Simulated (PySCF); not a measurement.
Compound: C9H20OSi.
SMILES with atom numbers: `[CH3:1][Si:2]([CH3:3])([CH3:4])[O:5][CH:6]1[CH2:7][CH2:8][CH2:9][CH2:10][CH2:11]1` (hydrogens: H12, H13, H14 on C1; H15, H16, H17 on C3; H18, H19, H20 on C4; H21 on C6; H22, H23 on C7; H24, H25 on C8; H26, H27 on C9; H28, H29 on C10; H30, H31 on C11)

The closed-shell ground state was solved at several levels (PySCF, density fitting, gas phase, non-relativistic). The structure is a single PBE0-D3(BJ)/def2-SVP conformer in the gas phase; no vibrational or solvent corrections.

```
         level  basis functions  HOMO (eV)  LUMO (eV)  gap (eV)  dipole (D)
 PBE0/pcSseg-1              294      -7.35       1.01      8.36        0.99
B3LYP/pcSseg-1              294      -7.13       0.71      7.84        0.98
```

(1) Estimate the row for CAM-B3LYP/def2-SVPD, a basis of 387 functions; the other rows only guide the guess.

(2) Over all these levels, which gives the widest orbital gap and which the narrowest?

(3) How far do the dipole and the HOMO energy spread over the levels?

Results:

(1) HOMO -8.76 eV, LUMO 1.11 eV, gap 9.87 eV, dipole 0.99 D.

(2) CAM-B3LYP/def2-SVPD (range-separated hybrid) has the widest, 9.87 eV, and B3LYP/pcSseg-1 (global hybrid, 20 % exact exchange) the narrowest, 7.84 eV. Functional and basis both differ between the two, so the spread mixes both effects.

(3) The dipole runs from 0.98 to 0.99 D (mean 0.99 D) and the HOMO from -8.76 to -7.13 eV.
